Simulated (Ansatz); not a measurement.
B2FH2NO (`OB1NB1F`), relaxed with RKS PBE0-D4/def2-TZVP in Ansatz 0.2.0 from a PBE-D4/def2-SVP geometry. The force threshold is 0.005 eV/Å; the program also tests the step.

Total charge 0; spin multiplicity 1.

Start:

```xyz
7

O    -1.835   -0.303   -0.191
B    -0.493   -0.203   -0.015
N     0.462    0.860   -0.186
B     1.095   -0.327    0.266
F     2.346   -0.674    0.560
H    -2.152   -1.197    0.028
H     0.578    1.843   -0.462
```

(1) By how much does the energy fall, and how many steps does the optimiser take? (An estimate is asked.)

(2) Which bonds change most? (An estimate is asked.)

(3) Give the relaxed structure. (Best estimate.)

## Answers

(1) Ansatz gave: 3.01 kJ/mol, in 4 steps.

(2) Ansatz gave: B2–B4 from 1.618 to 1.598 Å; N3–H7 from 1.028 to 1.012 Å; N3–B4 from 1.419 to 1.403 Å; B2–N3 from 1.439 to 1.423 Å.

(3) The calculation gave: 
```xyz
7

O    -1.813   -0.307   -0.186
B    -0.481   -0.202   -0.013
N     0.458    0.853   -0.184
B     1.088   -0.318    0.262
F     2.325   -0.666    0.554
H    -2.148   -1.181    0.024
H     0.570    1.821   -0.456
```
